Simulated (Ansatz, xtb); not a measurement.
**Two isomers of C7H8**

We compare I, `C#C/C=C/C=C/C`, a singlet, with II, `C#C/C=C(\C)C=C`, a singlet. Both are isolated molecules in the gas phase, relaxed with B3LYP-D3(BJ)/def2-SVP; the shapes shown needn't be the lowest conformers.

I (Å):

```xyz
15

C    -1.4050    0.8778    3.7821
C    -0.5851    0.3756    3.0373
C     0.3941   -0.2024    2.1877
C     0.1201   -0.8296    1.0170
C     1.1278   -1.4160    0.1593
C     0.8583   -2.0404   -1.0046
C     1.8748   -2.6554   -1.9114
H    -2.1332    1.3193    4.4352
H     1.4374   -0.1263    2.5183
H    -0.9229   -0.9036    0.6898
H     2.1696   -1.3369    0.4950
H    -0.1899   -2.1097   -1.3238
H     2.8963   -2.5414   -1.5180
H     1.8398   -2.1991   -2.9167
H     1.6797   -3.7330   -2.0559
```

II (Å):

```yaml
atoms:
  - { symbol: C, position_ang: [-1.6768, 0.0617, 2.7882] }
  - { symbol: C, position_ang: [-0.6604, -0.4302, 2.3357] }
  - { symbol: C, position_ang: [0.5400, -1.0072, 1.8464] }
  - { symbol: C, position_ang: [0.8248, -1.2500, 0.5367] }
  - { symbol: C, position_ang: [-0.1374, -0.9200, -0.5686] }
  - { symbol: C, position_ang: [2.1141, -1.8531, 0.2028] }
  - { symbol: C, position_ang: [2.5453, -2.1539, -1.0340] }
  - { symbol: H, position_ang: [-2.5751, 0.4958, 3.1840] }
  - { symbol: H, position_ang: [1.2892, -1.2733, 2.6010] }
  - { symbol: H, position_ang: [-0.3997, -1.8254, -1.1407] }
  - { symbol: H, position_ang: [-1.0612, -0.4762, -0.1765] }
  - { symbol: H, position_ang: [0.3159, -0.2112, -1.2815] }
  - { symbol: H, position_ang: [2.7682, -2.0688, 1.0553] }
  - { symbol: H, position_ang: [1.9409, -1.9635, -1.9244] }
  - { symbol: H, position_ang: [3.5275, -2.6048, -1.1935] }
```

Energies in hartree; the thermal terms are from GFN2-xTB frequencies at re-optimised GFN2-xTB minima (ideal gas, soft modes damped towards free rotors, one conformer each, 298.15 K, 1 atm) and include the zero-point energy:

|  | I | II |
| --- | --- | --- |
| E, CCSD(T)/def2-SVP | −270.460268 | −270.460748 |
| E, MP2/def2-SVP | −270.359323 | −270.360295 |
| E, MP2/def2-TZVPP | −270.849185 | −270.851521 |
| zero-point energy | 0.119506 | 0.119672 |
| H(298 K) − E | 0.128910 | 0.128872 |
| G(298 K) − E | 0.087017 | 0.087580 |

Q: Correct the CCSD(T) difference for the basis set by the MP2 change, then work out ΔE, ΔE₀, ΔH and ΔG for I → II in kcal/mol (1 Eh = 627.51 kcal/mol) and the equilibrium ratio [II]/[I].

A: 1. Differences II − I: CCSD(T) −0.000480, MP2 in the small set −0.000972, MP2 in the large set −0.002336 Eh.
2. ΔE = −0.000480 + (−0.002336 − (−0.000972)) = −0.001844 Eh = −1.16 kcal/mol.
3. ΔE₀ = ΔE + ΔZPE = −0.001844 + (+0.000166) Eh = −1.05 kcal/mol.
4. ΔH = ΔE + (−0.000038) Eh = −1.18 kcal/mol.
5. ΔG = ΔE + (+0.000563) Eh = −0.80 kcal/mol, so ΔS = (ΔH − ΔG)/T = −5.3 J/(mol K).
6. kT = 0.9442 mEh, so K = [II]/[I] = exp(−ΔG/kT) = exp(+1.36) ≈ 3.9.

The two are too close for this level to say which is favoured. An error of 1 kcal/mol in ΔG would change K by a factor of 5.4. GFN2-xTB, HF/STO-3G, HF/def2-SVP gave ΔE the other sign. Mirror images and further conformers aren't counted.

As drawn, both hold the same kinds of bond in the same numbers.

Other levels gave ΔE = +1.1 (GFN2-xTB); +1.8 (HF/STO-3G, GFN2-xTB geometries); 0.0 (r2SCAN-D4/def2-SVP, GFN2-xTB geometries); −0.1 (B3LYP-D3(BJ)/def2-SVP); +1.4 (HF/def2-SVP); −0.6 (MP2/def2-SVP); −0.3 (CCSD(T)/def2-SVP) kcal/mol. The correlated steps freeze 7 core orbitals. Programs: Ansatz 0.2.0, xtb 6.7.1.
